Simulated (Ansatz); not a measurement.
Consider the ligand exchange at the Si–F bond: `O[Si](F)(F)Br` + HCl → `O[Si](F)(Cl)Br` + H–F.

Calculated with Ansatz (gas phase, PBE0-D4/def2-TZVP geometries, no zero-point term in ΔE). CCSD(T)/CBS is the MP2 limit (def2-TZVPP, def2-QZVPP) plus CCSD(T) − MP2 in def2-TZVPP, frozen cores. This one scheme is used for every species. DFT in def2-TZVPP. HSE06 is defined as in plane-wave codes. For Br outer-core shells are correlated without core-valence functions, which leaves a few kJ/mol of doubt a bond. Scalar relativity is left out up to krypton. Each species was taken in one conformer, which may not be the lowest.

| level | ΔE (kcal/mol) | difference from CCSD(T)/CBS |
| --- | --- | --- |
| PBE-D4 | 10.0 | -2.0 |
| BLYP-D4 | 12.1 | 0.1 |
| r2SCAN-D4 | 12.6 | 0.6 |
| PBE0-D4 | 10.5 | -1.5 |
| r2SCANh-D4 | 12.5 | 0.5 |
| HSE06-D4 | 10.4 | -1.6 |
| BHLYP-D4 | 13.4 | 1.4 |
| revPBE | 11.0 | -1.0 |
| HSE06 | 11.2 | -0.8 |
| SCS-MP2/def2-TZVPP | 13.1 | 1.1 |
| CCSD(T)/CBS | 12.0 | 0 |

Largest T1 diagnostic among the species: 0.010.

In def2-TZVPP, CCSD(T) changes the Hartree–Fock value by −3.3 kcal/mol (the triples alone add −0.8 kcal/mol) and MP2 by −4.9 kcal/mol. From BLYP to BHLYP (50 % exact exchange), in def2-TZVPP and without D4, ΔE moves by +0.9 kcal/mol.

CCSD(T)/CBS has its own doubt, a few kJ/mol and more with outer-core shells, so smaller differences from it don't rank the levels.
